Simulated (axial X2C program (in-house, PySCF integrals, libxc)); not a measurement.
# Outer orbitals of AsBr⁻ at 2.439 Å, PBE0

All values were computed with an in-house relativistic program for diatomic molecules. Spin-free means the one-electron spin-free X2C Hamiltonian; two-component (2c) means X2C with spin–orbit coupling and atomic mean-field two-electron Coulomb and Gaunt terms, so the difference of the two also holds small scalar two-electron terms. Basis: Br dyall-acv3z [9s10p7d5f1g], As dyall-acv3z [10s10p7d5f1g] (cores contracted in-house); Gaussian nuclei, density fitting, unrestricted open shells. Masses: Br 78.918 u, As 74.922 u.

The distance is close to the 2c PBE0 minimum; the highest filled and lowest empty levels are listed.

Spin-free orbitals, state M_S = 1/2, Λ = 1 (beyond evenly filled blocks: π+α, π+β, π-α) (Löwdin shares):

```
symmetry  occupied  ε (eV)              atomic character
      σα       yes  -16.72    78% Br s, 6% As p, 6% As d
      σβ       yes  -16.65    79% Br s, 7% As p, 6% As d
      σα       yes  -10.40   71% As s, 16% Br p, 5% Br d
      σβ       yes   -9.54   70% As s, 19% Br p, 5% Br d
      σα       yes   -4.10   59% Br p, 28% As p, 8% As s
      σβ       yes   -3.93  58% Br p, 27% As p, 10% As s
     π-α       yes   -3.58   83% Br p, 10% As p, 4% As d
     π+α       yes   -3.58   83% Br p, 10% As p, 4% As d
     π+β       yes   -3.47    85% Br p, 8% As p, 4% As d
     π-β       yes   -3.36    87% Br p, 6% As p, 4% As d
     π+α       yes   -0.30    80% As p, 8% Br p, 7% Br d
     π-α       yes   -0.30    80% As p, 8% Br p, 7% Br d
     π+β       yes    0.48    82% As p, 8% Br d, 6% Br p
     π-β        no    2.30    83% As p, 8% Br d, 5% Br p
      σα        no    2.91   65% As p, 18% Br p, 6% As d
      σβ        no    3.04   67% As p, 19% Br p, 5% As d
      σα        no    3.61   75% As s, 16% Br p, 4% Br s
```

The highest filled level is positive, so this functional does not bind it, and the empty levels of an anion are set by the basis.

Spinors with spin–orbit coupling (state Ω = 3/2):

| ω | occupied | ε (eV) | atomic character | λ mixture |
| --- | --- | --- | --- | --- |
| 1/2 | yes | -16.71 | 79% Br s, 6% As p, 6% As d | 100% σ |
| -1/2 | yes | -16.64 | 79% Br s, 7% As p, 6% As d | 100% σ |
| 1/2 | yes | -10.37 | 71% As s, 17% Br p, 5% Br d | 100% σ |
| -1/2 | yes | -9.53 | 70% As s, 19% Br p, 5% Br d | 100% σ |
| 1/2 | yes | -4.14 | 62% Br p, 25% As p, 8% As s | 91% σ, 9% π |
| -1/2 | yes | -4.01 | 65% Br p, 21% As p, 8% As s | 76% σ, 24% π |
| -1/2 | yes | -3.63 | 76% Br p, 16% As p, 3% As d | 76% π, 24% σ |
| 1/2 | yes | -3.57 | 82% Br p, 10% As p, 4% As d | 91% π, 9% σ |
| 3/2 | yes | -3.43 | 83% Br p, 11% As p, 4% As d | 100% π |
| -3/2 | yes | -3.20 | 86% Br p, 6% As p, 4% As d | 100% π |
| -1/2 | yes | -0.36 | 80% As p, 8% Br p, 7% Br d | 100% π |
| 3/2 | yes | -0.18 | 79% As p, 9% Br p, 7% Br d | 100% π |
| 1/2 | yes | 0.41 | 82% As p, 8% Br d, 6% Br p | 100% π |
| -3/2 | no | 2.38 | 82% As p, 8% Br d, 5% Br p | 100% π |
| 1/2 | no | 2.93 | 65% As p, 18% Br p, 6% As d | 100% σ |
| -1/2 | no | 3.06 | 68% As p, 18% Br p, 5% As d | 100% σ |
| 1/2 | no | 3.64 | 74% As s, 16% Br p, 6% Br s | 100% σ |

The highest filled level is positive, so this functional does not bind it, and the empty levels of an anion are set by the basis.

Question: How does the gap between the highest filled and lowest empty level change from the spin-free to the 2c table?

Answer: From 1.82 to 1.97 eV at PBE0, a change of 0.15 eV.

Mulliken charges and populations of the two-component result (they depend on the basis, above all on diffuse functions):

Br -0.39 e (s 7.97 p 17.35 d 10.07 f 0.01), As -0.61 e (s 7.98 p 15.55 d 10.06 f 0.01). ⟨Lz⟩ = 1.00 ħ and ⟨Sz⟩ = 0.50 ħ (0.01 and 0.50 on the two atoms), which add up to Ω.

Occupations by symmetry block were frozen at the best pattern of an incomplete PBE0 search. Density functionals use the spin component along the axis (collinear). Without a current term, density functionals place determinants with orbital angular momentum somewhat too high. The highest occupied level of some functionals is positive through self-interaction error; at Hartree–Fock it is bound.
